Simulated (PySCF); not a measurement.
CH4AlBCl, CH5AlBSi (calculated)

Calculation on a computer-drawn molecule: optimised geometry and harmonic frequencies of an isolated molecule of the commonest isotopes, restricted reference for singlets and unrestricted otherwise, frozen core in MP2. Program: PySCF 2.14.0.

Common to all runs: method HF; basis cc-pV(D+d)Z.

(1) CH4AlBCl

Start structure:
```xyz
8
CH4AlBCl
Al     2.3307     0.0760     0.7213
C      1.9635     0.6448     2.6520
B      0.6898     1.2630     3.1032
Cl    -0.6051     1.9895     3.5391
H      3.6888    -0.6648     0.5479
H      1.3171     0.3485    -0.4591
H      2.1409    -0.4218     3.1929
H      2.8486     1.1413     2.8508
```

* charge: 1
* multiplicity: 1
* rotational constants: 16.22, 1.563, 1.439 GHz
* total energy: -766.0745 hartree
* convergence status largest gradient component: 2.176e-05 hartree/bohr

Drawn bonds:
```tsv
atom	other atom	order
1	2	1
2	3	1
3	4	1
1	5	1
1	6	1
2	7	1
2	8	1
```

Optimised structure:
```xyz
8
CH4AlBCl
Al     2.3213     0.0552     0.7025
C      2.0451     0.5497     2.7055
B      0.7885     1.2167     3.0155
Cl    -0.6399     1.9609     3.2897
H      3.6852    -0.6534     0.4640
H      1.1479     0.4580    -0.2447
H      2.1267    -0.4001     3.2509
H      2.8995     1.1894     2.9646
```

Modes:
```tsv
frequency (cm⁻¹)	reduced mass (dalton)
44.88	1.048
90.33	5.91
281.7	1.997
386.8	6.98
454.3	1.486
497.2	1.321
588.4	3.002
691.9	1.44
727	3.273
792.8	1.058
960.1	1.448
963.2	1.223
1396	1.337
1542	3.809
2071	1.024
2109	1.062
3159	1.058
3224	1.101
```

(2) CH5AlBSi

Start structure:
```xyz
9
CH5AlBSi
Al    -2.0366     0.1273    -0.5467
C     -1.2265    -0.4181     1.1460
B     -0.3119     0.4460     1.7918
Si     0.9688     1.6768     2.3919
H     -1.6528     1.3260    -1.3778
H     -3.0901    -0.8189    -1.3134
H     -1.6118    -1.3320     1.5350
H      0.6550     2.8851     3.2758
H      2.3609     1.6932     2.1982
```

* charge: 0
* multiplicity: 2
* rotational constants: 14.3, 1.639, 1.497 GHz
* total energy: -596.2361 hartree
* spin squared: 0.7608
* convergence status largest gradient component: 1.982e-05 hartree/bohr

Drawn bonds:
```tsv
atom	other atom	order
1	2	1
2	3	2
3	4	1
1	5	1
1	6	1
2	7	1
4	8	1
4	9	1
```

Optimised structure:
```xyz
9
CH5AlBSi
Al    -1.9806     0.0920    -0.5303
C     -1.2644    -0.4399     1.1825
B     -0.3489     0.4705     1.6691
Si     0.9136     1.9298     2.1224
H     -1.4897     1.4425    -1.1954
H     -3.0494    -0.8107    -1.2671
H     -1.5949    -1.3633     1.6454
H      0.5351     2.7352     3.3012
H      2.3343     1.5293     2.1729
```

Modes:
```tsv
frequency (cm⁻¹)	reduced mass (dalton)
80.01	5.242
110.3	1.1
168.6	1.098
264.2	2.831
327.6	2.75
465.4	1.763
495.5	1.643
604.9	1.159
620.5	1.899
651.5	1.284
671.4	1.233
702.5	4.158
844.6	1.072
892.2	1.337
1005	1.059
1646	8.871
1971	1.052
1985	1.032
2327	1.029
2338	1.054
3346	1.093
```
